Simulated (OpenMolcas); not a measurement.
Lines of F II: computed and rescaled rates

```yaml
Program: OpenMolcas
Method: "SS-CASPT2, IPEA 0.25 Eh, imaginary shift 0.1 Eh (closed shells correlated: 1s)"
Basis: ANO-R3 [4s4p2d1f]
Scalar_Hamiltonian: X2C, finite nucleus
Active_space: 6 electrons in 4 orbitals (2s 2p)
State_averaging: 2S+1 = 3 even, 3 roots; 2S+1 = 1 even, 6 roots; 2S+1 = 3 odd, 3 roots; 2S+1 = 1 odd, 3 roots
Spin-orbit_coupling: RASSI with atomic mean-field integrals over the reference wave functions, term energies averaged over their components
```

Rates come from the transition moments of the reference wave functions (E1 and E2 in the length form). At fixed line strength A goes as λ^-3 for E1 and M1 and as λ^-5 for E2, so a rate at the computed wavelength can be rescaled to the measured one. Measured vacuum wavelengths follow from level energies in NIST Handbook of Basic Atomic Spectroscopic Data. Branching counts decays inside the model space alone, at computed energies, and the table is only a selection of the E1 lines, drawn from those between levels with measured partners whose computed energy lies within a factor of 1.5 of the measured one.

```
       Upper        Lower  Type  λ computed (nm)  λ measured (nm)  A computed (s-1)  A rescaled (s-1)  Branching %
2s 2p5 3P* 2  2s2 2p4 3P1    E1            60.06            60.81          1.42e+09          1.37e+09         24.9
2s 2p5 3P* 1  2s2 2p4 3P0    E1            60.01            60.75          1.90e+09          1.83e+09         33.2
2s 2p5 3P* 1  2s2 2p4 3P1    E1            59.95            60.69          1.43e+09          1.38e+09         25.0
2s 2p5 3P* 2  2s2 2p4 3P2    E1            59.95            60.68          4.28e+09          4.13e+09         75.1
2s 2p5 3P* 0  2s2 2p4 3P1    E1             59.9            60.63          5.72e+09          5.52e+09        100.0
2s 2p5 3P* 1  2s2 2p4 3P2    E1            59.84            60.57          2.39e+09          2.30e+09         41.8
```

The largest correction is for 2s 2p5 3P* 2 → 2s2 2p4 3P1 (E1): 1.42e+09 × (60.06 / 60.81)^3 = 1.37e+09 s-1, a factor of 0.96.

The computed rate and branching of 2s 2p5 3P* 0 → 2s2 2p4 3P1 give the upper level a radiative lifetime of 1.000 / 5.72e+09 s-1 = 1.75e-10 s, counting decays inside the model space alone. The rescaled rate gives about 1.8e-10 s.

No measured rate stands beside these. Rescaling mends the energy factor alone: line strengths can still be far off where a level mixes with configurations outside the active space, and weak or spin-changing lines hang on small mixing coefficients that depend on the term gaps too, so rescaling need not improve them.

Measured partners are found by configuration, term and J. A level has none where our copy of the source lacks it or the pairing is in doubt (some pairs that miss far off the trend of their configuration count as doubtful). Only configurations of the active space appear.

* marks odd parity.
